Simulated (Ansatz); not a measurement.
Ansatz (a program for electronic structure) input (B3LYP/6-31G*):

Ansatz 0.2 input:
```yaml
crystal:
  periodic: [false, false, false]
  atoms:
    - {symbol: C, position_ang: [-2.62998100, -0.57464300, 0.47652400]}
    - {symbol: C, position_ang: [-1.38749800, -0.30316400, 0.25139900]}
    - {symbol: B, position_ang: [0.03758200, 0.00821200, -0.00681000]}
    - {symbol: Cl, position_ang: [0.49786700, 1.57918400, -0.66021700]}
    - {symbol: Cl, position_ang: [1.28367100, -1.18992300, 0.33742200]}
    - {symbol: H, position_ang: [-3.10178600, -0.36312100, 1.43526100]}
    - {symbol: H, position_ang: [-3.26740700, -1.02852900, -0.28123300]}
basis:
  gaussian:
    orbitals: 6-31G*
hamiltonian:
  xc: {name: B3LYP}
magnetization: {spin_polarized: true, initial_magnetization: 1}
relax: {f_tol: 0.003, max_steps: 120}
```

Output:

```
Functional definition: B3LYP
integrals: 0.03 GiB planned
940 factors; integrals over basis functions are off by at most 4.2e-4 eV
mean field: 0.55 GiB planned
mean field evaluation 1: about -27825.0782 eV, gradient 2.4e1 eV
mean field evaluation 2: about -27824.2143 eV, gradient 2.7e1 eV
mean field evaluation 4: about -27828.1759 eV, gradient 1.6e0 eV
mean field evaluation 8: about -27828.2109 eV, gradient 9.2e-2 eV
mean field evaluation 16: about -27828.2112 eV, gradient 4.1e-5 eV
mean field -27828.21116211 eV, -1022.6678975686 hartree, gradient 4.1e-5 eV, S^2 0.755893; 0 other end points of the search recorded, 0 dependent functions left out
the calculation of the forces begins
reference -27828.21137333 eV, -1022.6679053309 hartree; 27, 26 occupied and 60, 61 virtual orbitals, 940 factors
relax step   1: F+E_penalty+E_count = -27828.21116211 eV  Δ(F+E_penalty+E_count) = +0.000e0 eV  max|allowed force component| = 4.006e-1 eV/Å  Δτ_max = 0.0000 Å  (33 SCF iters, accepted)
these checks for a lower state are left out or cut short: starts, cluster_reference, orbital_swaps, neighbouring_geometries, increment
integrals: 0.03 GiB planned
940 factors; integrals over basis functions are off by at most 4.2e-4 eV
mean field: 0.55 GiB planned
mean field -27828.21636320 eV, -1022.6680887050 hartree, gradient 2.5e-5 eV, S^2 0.756150; 0 other end points of the search recorded, 0 dependent functions left out
the calculation of the forces begins
reference -27828.21657483 eV, -1022.6680964823 hartree; 27, 26 occupied and 60, 61 virtual orbitals, 940 factors
relax step   2: F+E_penalty+E_count = -27828.21636320 eV  Δ(F+E_penalty+E_count) = -5.201e-3 eV  max|allowed force component| = 1.024e-1 eV/Å  Δτ_max = 0.0101 Å  (33 SCF iters, accepted)
these checks for a lower state are left out or cut short: starts, cluster_reference, orbital_swaps, neighbouring_geometries, increment
integrals: 0.03 GiB planned
940 factors; integrals over basis functions are off by at most 4.3e-4 eV
mean field: 0.55 GiB planned
mean field evaluation 32: about -27828.2170 eV, gradient 2.0e-5 eV
mean field -27828.21703233 eV, -1022.6681132953 hartree, gradient 2.0e-5 eV, S^2 0.756199; 0 other end points of the search recorded, 0 dependent functions left out
the calculation of the forces begins
reference -27828.21724424 eV, -1022.6681210828 hartree; 27, 26 occupied and 60, 61 virtual orbitals, 940 factors
relax step   3: F+E_penalty+E_count = -27828.21703233 eV  Δ(F+E_penalty+E_count) = -6.691e-4 eV  max|allowed force component| = 2.637e-2 eV/Å  Δτ_max = 0.0050 Å  (31 SCF iters, accepted)
these checks for a lower state are left out or cut short: starts, cluster_reference, orbital_swaps, neighbouring_geometries, increment
integrals: 0.03 GiB planned
940 factors; integrals over basis functions are off by at most 4.3e-4 eV
mean field: 0.55 GiB planned
mean field -27828.21704157 eV, -1022.6681136347 hartree, gradient 3.0e-5 eV, S^2 0.756196; 0 other end points of the search recorded, 0 dependent functions left out
the calculation of the forces begins
reference -27828.21725349 eV, -1022.6681214225 hartree; 27, 26 occupied and 60, 61 virtual orbitals, 940 factors
relax step   4: F+E_penalty+E_count = -27828.21704157 eV  Δ(F+E_penalty+E_count) = -9.235e-6 eV  max|allowed force component| = 6.257e-3 eV/Å  Δτ_max = 0.0004 Å  (26 SCF iters, accepted)
these checks for a lower state are left out or cut short: starts, cluster_reference, orbital_swaps, neighbouring_geometries, increment
integrals: 0.03 GiB planned
940 factors; integrals over basis functions are off by at most 4.3e-4 eV
mean field: 0.55 GiB planned
mean field -27828.21704212 eV, -1022.6681136547 hartree, gradient 2.4e-5 eV, S^2 0.756195; 0 other end points of the search recorded, 0 dependent functions left out
the calculation of the forces begins
reference -27828.21725403 eV, -1022.6681214424 hartree; 27, 26 occupied and 60, 61 virtual orbitals, 940 factors
relax step   5: F+E_penalty+E_count = -27828.21704212 eV  Δ(F+E_penalty+E_count) = -5.461e-7 eV  max|allowed force component| = 3.412e-4 eV/Å  Δτ_max = 0.0001 Å  (23 SCF iters, accepted)
integrals: 0.03 GiB planned
940 factors; integrals over basis functions are off by at most 4.3e-4 eV
mean field: 0.55 GiB planned
mean field -27828.21704212 eV, -1022.6681136547 hartree, gradient 2.4e-5 eV, S^2 0.756195; 1 other end points of the search recorded, 0 dependent functions left out
the calculation of the forces begins
reference -27828.21725403 eV, -1022.6681214424 hartree; 27, 26 occupied and 60, 61 virtual orbitals, 940 factors
Total energy: -27828.21725403 eV, -1022.6681214424 hartree
Atom 0 at    -2.637891    -0.576371     0.477957 Å, force     0.000341     0.000075    -0.000062 eV/Å
Atom 1 at    -1.387356    -0.303133     0.251373 Å, force    -0.000340    -0.000074     0.000062 eV/Å
Atom 2 at     0.041702     0.009112    -0.007556 Å, force     0.000061     0.000013    -0.000011 eV/Å
Atom 3 at     0.510231     1.586973    -0.664430 Å, force     0.000013    -0.000031     0.000011 eV/Å
Atom 4 at     1.298754    -1.191715     0.336661 Å, force    -0.000005     0.000032    -0.000012 eV/Å
Atom 5 at    -3.113530    -0.365097     1.439027 Å, force    -0.000041    -0.000034    -0.000061 eV/Å
Atom 6 at    -3.279462    -1.031753    -0.280687 Å, force    -0.000028     0.000018     0.000073 eV/Å
Dipole moment:    -0.531751    -0.116186     0.096348 e Å
```

The geometry given is a B3LYP-D3(BJ)/def2-TZVP minimum.
